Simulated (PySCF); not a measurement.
CeCl at UHF

Level: UHF. PySCF, spin-free X2C with a Gaussian nucleus, basis sets Ce x2c-SVPall, Cl x2c-SVPall.

| Item | Value |
| --- | --- |
| state | quartet, about 1.1 electrons in the 4f shell (Mulliken), real f orbitals that mix terms |
| bond length | 2.605 Å |
| harmonic wavenumber | 313 cm⁻¹ |
| force constant | 1.62 mdyn/Å |
| rotational constant Be | 0.08878 cm⁻¹ |
| anharmonicity ωexe | 0.762 cm⁻¹ |
| vibration–rotation constant αe | 0.000313 cm⁻¹ |
| bond order (Mayer) | 1.04 |
| dipole moment (positive dipole means Ce(−)Cl(+)) | -4.83 D |

These are scalar-relativistic numbers at best; spin–orbit coupling would shift them, the dissociation energy most. Hartree–Fock leaves out correlation, which carries a large part of most bond energies and some tenths to 1 eV of ionisation energies. With d or f electrons several states lie close, and the lowest PBE0 determinant need not be the measured ground state.
